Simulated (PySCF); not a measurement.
Species: C3H10SSi2.
SMILES with atom numbers: `[SiH3:1][S:2][C@H:3]1[CH2:4][CH2:5][SiH2:6]1` (hydrogens: H7, H8, H9 on Si1; H10 on C3; H11, H12 on C4; H13, H14 on C5; H15, H16 on Si6)

All values: wB97X-D/def2-SVPD (PySCF, non-relativistic), on one gas-phase PBE0-D3(BJ)/def2-SVP geometry that isn't relaxed in the solvent. The solvent is an IEF-PCM continuum (Bondi radii, 1.10 Å for H, scaled by 1.2), and excitations are vertical TDDFT with non-equilibrium linear response and a frozen core. The model holds no explicit solvent molecules, cavitation or dispersion.

Gas-phase singlets (H = HOMO, L = LUMO):

| state | E (eV) | λ (nm) | f | leading configurations |
| --- | --- | --- | --- | --- |
| S1 | 5.515 | 225 | 0.011 | H→L 76% |
| S2 | 6.057 | 205 | 0.009 | H→L+3 73%, H→L 10% |
| S3 | 6.478 | 191 | 0.014 | H→L+1 72%, H→L+2 8% |
| S4 | 6.797 | 182 | 0.005 | H→L+2 71% |
| S5 | 6.919 | 179 | 0.020 | H-1→L 64%, H→L+5 8% |

Task: What are the lowest 5 singlets in chloroform (ε = 4.711)?

Result: 
```csv
state,E (eV),λ (nm),f,leading configurations,change by rank (eV)
S1,5.585,222,0.016,H→L 78%,+0.070
S2,6.101,203,0.016,"H→L+2 58%, H→L+3 19%, H→L 12%",+0.044
S3,6.571,189,0.018,H→L+1 81%,+0.093
S4,6.915,179,0.020,"H-1→L 36%, H→L+3 30%, H→L+2 9%",+0.118
S5,6.941,179,0.042,"H-1→L 37%, H→L+3 29%, H→L+2 14%",+0.022
```

Task: The ground-state energy changes by -0.078 eV from gas to chloroform. By how much does the total energy of gas-phase S1 change?

Result: E(S1) = E(S0) + excitation energy, so it changes by -0.078 + 0.070 = -0.008 eV: it is lowered less than the ground state, which is what a blue shift means. This is the vertical state, with the slow part of the continuum still set for S0.

Task: How do the frontier levels move from gas to chloroform?

Result: 
```
orbital  gas (eV)  solvent (eV)  change (eV)
 LUMO+2      2.01          2.05        +0.04
 LUMO+1      1.91          2.02        +0.11
   LUMO      1.42          1.49        +0.07
   HOMO     -8.54         -8.60        -0.06
 HOMO-1     -9.78         -9.75        +0.03
 HOMO-2    -10.28        -10.11        +0.17
 HOMO-3    -11.25        -11.11        +0.14
```

The HOMO–LUMO gap goes from 9.96 to 10.09 eV. Rows go by rank; for HOMO-3, LUMO+1 and LUMO+2 the atom shares or the degeneracy differ between the runs, so the row needn't follow one orbital.

Time: 37 s wall; peak memory 1.1 GiB. Hardware: one thread of an Arm Neoverse V1, on a shared host. This is the whole response run at wB97X-D/def2-SVPD in chloroform, SCF included.

Conformer computed: `[SiH3:1][S:2][C@H:3]1[CH2:4][CH2:5][SiH2:6]1`: Si1–S2–C3–C4 -79°.

Note: wB97X-D ran without an empirical dispersion term, which enters the total energy and its gradient alone.
